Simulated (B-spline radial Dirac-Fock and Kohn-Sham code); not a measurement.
## The Ne-like isoelectronic sequence (10 electrons), Z = 24 to 32

Model: multi-electron Dirac-Fock with separately optimised hole states, Breit and Lamb-shift corrections added in first order. Program: a B-spline atomic structure program. Binding energies in eV, tabulated ground configurations ([He] 2s2 2p6 throughout). Electron correlation is not included.

| ion | 1s | 2s | 2p1/2 | outermost level | NIST ionisation energy |
| --- | --- | --- | --- | --- | --- |
| Cr¹⁴⁺ | 6451.1 | 1128.1 | 1018.3 | 1009.5 (2p3/2) | 1011.6 ± 0.5 |
| Mn¹⁵⁺ | 7059.3 | 1257.8 | 1142.1 | 1131.5 (2p3/2) | 1133.7 ± 0.6 |
| Fe¹⁶⁺ | 7695.9 | 1394.6 | 1273.1 | 1260.3 (2p3/2) | 1262.7 ± 0.7 |
| Co¹⁷⁺ | ? | ? | ? | ? | ? |
| Ni¹⁸⁺ | 9054.6 | 1689.8 | 1556.3 | 1538.5 (2p3/2) | 1540.1 ± 0.5 |
| Cu¹⁹⁺ | 9776.9 | 1848.2 | 1708.7 | 1687.8 (2p3/2) | 1690.5 ± 0.9 |
| Zn²⁰⁺ | 10528.0 | 2013.9 | 1868.3 | 1844.0 (2p3/2) | 1846.8 ± 1 |
| Ga²¹⁺ | 11308.0 | 2186.9 | 2035.2 | 2007.0 (2p3/2) | 2010 ± 1.1 |
| Ge²²⁺ | 12117.2 | 2367.2 | 2209.5 | 2176.8 (2p3/2) | 2178.2 ± 0.4 |

Q: Fill in the row of Co¹⁷⁺.

A: 1s 8360.9, 2s 1538.6, 2p1/2 1411.1, outermost 1396.0 (2p3/2), NIST 1397.2 ± 0.5 eV.

NIST's values are for the lowest levels; a dash marks a value that is missing or belongs to another shell. Their kind here: measured, semi-empirical. 

Values without a named source are computed, but for edge energies of neutral atoms, which are taken from tables.
